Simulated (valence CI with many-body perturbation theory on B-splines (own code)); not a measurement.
**Energy levels of V²⁺**

Method: configuration interaction combined with many-body perturbation theory (CI+MBPT): three valence electrons over a frozen Dirac-Fock core [Ar], radial functions for each j: 7 s, 7 p, 8 d, 6 f, 4 g, 1 h, with the one-electron correlation potential Σ1 (screened to all orders), the two-electron term Σ2, the three-electron term Σ3, Breit, model QED; selected single and double excitations, second order for the rest, scaled by the run's own slope (own B-spline code, finite nucleus).

Against 62 measured levels this calculation errs by 1108 cm⁻¹ on average and by 2012 at most. These come from a selection out of Sugar and Corliss, J. Phys. Chem. Ref. Data 7, 1191 (1978). Levels without a partner in it may be off by more, other configurations by 1,000 to 8,000 cm⁻¹. 2 measured levels below the end of the list, from 89458 cm⁻¹ on, found no clear computed partner, and computed levels of the same name lie up to 2347 cm⁻¹ from them.

Levels 136 to 180 of 201, with energies above the lowest level, 3d3 4F_3/2. "Leading %" is the weight of the configuration and term that name the level; weights of strongly mixed levels are sums over their largest components and can fall short. In the jj column 3d3/2^4 stands for four electrons in 3d with j = 3/2. Lifetimes count E1, E2, E3, M1 and M2 decay at the calculated energies, and are blank where another channel may lead or the interval is too uncertain; long ones can be off by a factor of two.

| No. | Configuration | Term | J | E (eV) | Leading % | g | Leading jj | Lifetime |
| --- | --- | --- | --- | --- | --- | --- | --- | --- |
| 136 | 3d2.5s | 2D | 5/2 | 19.269 | 57 | 1.203 | 3d3/2 3d5/2 5s (21 %) | 899 ps |
| 137 | 3d2.4d | 2F | 5/2 | 19.288 | 94 | 0.866 | 3d3/2 3d5/2 4d5/2 (45 %) | 887 ps |
| 138 | 3d2.4d | 2F | 7/2 | 19.293 | 96 | 1.141 | 3d3/2 3d5/2 4d5/2 (33 %) | 884 ps |
| 139 | 3d2.4d | 4P | 3/2 | 19.460 | 83 | 1.674 | 3d3/2 3d5/2 4d3/2 (45 %) | 745 ps |
| 140 | 3d2.4d | 4P | 1/2 | 19.465 | 85 | 2.449 | 3d3/2 3d5/2 4d3/2 (66 %) | 742 ps |
| 141 | 3d2.4d | 4P | 5/2 | 19.472 | 94 | 1.595 | 3d3/2 3d5/2 4d5/2 (52 %) | 750 ps |
| 142 | 3d2.5s | 4P | 1/2 | 19.497 | 98 | 2.664 | 3d3/2^2 5s (43 %) | 917 ps |
| 143 | 3d.4s.4p | 4D° | 1/2 | 19.498 | 73 | -0.001 | 3d3/2 4s 4p1/2 (39 %) | 572 ps |
| 144 | 3d2.5s | 4P | 3/2 | 19.511 | 97 | 1.730 | 3d3/2 3d5/2 5s (90 %) | 918 ps |
| 145 | 3d.4s.4p | 4D° | 3/2 | 19.511 | 69 | 1.168 | 3d3/2 4s 4p3/2 (29 %) | 588 ps |
| 146 | 3d2.4d | 2P | 1/2 | 19.529 | 83 | 0.888 | 3d3/2 3d5/2 4d5/2 (47 %) | 763 ps |
| 147 | 3d2.5s | 4P | 5/2 | 19.534 | 95 | 1.590 | 3d5/2^2 5s (56 %) | 917 ps |
| 148 | 3d.4s.4p | 4D° | 5/2 | 19.537 | 66 | 1.345 | 3d3/2 4s 4p3/2 (30 %) | 603 ps |
| 149 | 3d2.4d | 2P | 3/2 | 19.544 | 43 | 1.140 | 3d3/2 3d5/2 4d5/2 (40 %) | 810 ps |
| 150 | 3d2.4d | 2D | 5/2 | 19.549 | 95 | 1.205 | 3d3/2 3d5/2 4d3/2 (31 %) | 884 ps |
| 151 | 3d2.5p | 4F° | 3/2 | 19.558 | 62 | 0.438 | 3d3/2^2 5p1/2 (28 %) | 1.31 ns |
| 152 | 3d2.4d | 2D | 3/2 | 19.577 | 52 | 1.051 | 3d5/2^2 4d5/2 (66 %) | 832 ps |
| 153 | 3d2.5p | 4G° | 5/2 | 19.578 | 92 | 0.589 | 3d3/2^2 5p1/2 (60 %) | 3.88 ns |
| 154 | 3d.4s.4p | 4D° | 7/2 | 19.581 | 66 | 1.416 | 3d5/2 4s 4p3/2 (44 %) | 601 ps |
| 155 | 3d2.5p | 4F° | 5/2 | 19.587 | 65 | 1.043 | 3d3/2 3d5/2 5p1/2 (30 %) | 1.30 ns |
| 156 | 3d2.5p | 4G° | 7/2 | 19.609 | 96 | 0.987 | 3d3/2 3d5/2 5p1/2 (50 %) | 4.09 ns |
| 157 | 3d2.5p | 4F° | 7/2 | 19.623 | 71 | 1.245 | 3d3/2 3d5/2 5p3/2 (38 %) | 1.33 ns |
| 158 | 3d2.5s | 2P | 1/2 | 19.646 | 95 | 0.670 | 3d3/2 3d5/2 5s (67 %) | 928 ps |
| 159 | 3d2.5p | 4G° | 9/2 | 19.647 | 95 | 1.175 | 3d3/2 3d5/2 5p3/2 (76 %) | 4.02 ns |
| 160 | 3d2.5p | 4F° | 9/2 | 19.666 | 79 | 1.329 | 3d5/2^2 5p3/2 (37 %) | 1.50 ns |
| 161 | 3d.4s.4p | 2D° | 3/2 | 19.669 | 55 | 0.688 | 3d3/2 4s 4p1/2 (33 %) | 1.16 ns |
| 162 | 3d2.5s | 2P | 3/2 | 19.673 | 94 | 1.331 | 3d3/2 3d5/2 5s (48 %) | 927 ps |
| 163 | 3d2.5p | 2F° | 5/2 | 19.676 | 55 | 0.980 | 3d3/2 3d5/2 5p3/2 (34 %) | 1.39 ns |
| 164 | 3d.4s.4p | 2D° | 5/2 | 19.684 | 52 | 1.074 | 3d3/2 4s 4p1/2 (20 %) | 1.25 ns |
| 165 | 3d2.5p | 4G° | 11/2 | 19.691 | 97 | 1.273 | 3d5/2^2 5p3/2 (77 %) | 4.21 ns |
| 166 | 3d2.5p | 2D° | 3/2 | 19.727 | 62 | 0.768 | 3d3/2^2 5p3/2 (34 %) | 1.96 ns |
| 167 | 3d2.4d | 2I | 11/2 | 19.730 | 98 | 0.923 | 3d3/2 3d5/2 4d3/2 (66 %) | 833 ps |
| 168 | 3d2.5p | 2F° | 7/2 | 19.732 | 88 | 1.146 | 3d5/2^2 5p3/2 (33 %) | 1.84 ns |
| 169 | 3d2.4d | 2I | 13/2 | 19.737 | 98 | 1.077 | 3d3/2 3d5/2 4d5/2 (77 %) | 844 ps |
| 170 | 3d.4s.4p | 4F° | 3/2 | 19.741 | 41 | 0.606 | 3d5/2 4s 4p3/2 (25 %) | 1.56 ns |
| 171 | 3d2.4d | 2G | 7/2 | 19.742 | 96 | 0.888 | 3d3/2 3d5/2 4d3/2 (43 %) | 762 ps |
| 172 | 3d2.4d | 2G | 9/2 | 19.751 | 95 | 1.110 | 3d3/2 3d5/2 4d5/2 (39 %) | 763 ps |
| 173 | 3d.4s.4p | 4F° | 5/2 | 19.756 | 62 | 1.047 | 3d3/2 4s 4p3/2 (30 %) | 1.95 ns |
| 174 | 3d2.5p | 4D° | 1/2 | 19.762 | 76 | -0.002 | 3d3/2^2 5p3/2 (54 %) | 1.45 ns |
| 175 | 3d2.5p | 2D° | 5/2 | 19.777 | 50 | 1.256 | 3d3/2 3d5/2 5p3/2 (34 %) | 1.71 ns |
| 176 | 3d2.5p | 4D° | 3/2 | 19.787 | 64 | 1.130 | 3d3/2 3d5/2 5p3/2 (68 %) | 1.54 ns |
| 177 | 3d.4s.4p | 4F° | 7/2 | 19.793 | 69 | 1.237 | 3d3/2 4s 4p3/2 (29 %) | 2.15 ns |
| 178 | 3d2.5p | 2G° | 7/2 | 19.822 | 93 | 0.906 | 3d3/2 3d5/2 5p3/2 (47 %) | 1.43 ns |
| 179 | 3d2.5p | 4D° | 5/2 | 19.824 | 44 | 1.295 | 3d5/2^2 5p3/2 (58 %) | 1.72 ns |
| 180 | 3d2.5p | 4D° | 7/2 | 19.839 | 70 | 1.412 | 3d5/2^2 5p3/2 (31 %) | 1.44 ns |

Names give the largest LS component (configuration and term), which can be under half, so a name can repeat, a term be missing and a line seem to break the LS rules; names also repeat where a configuration has a term twice.

Where two levels of one J and parity lie close, their mixing, g and order are uncertain.
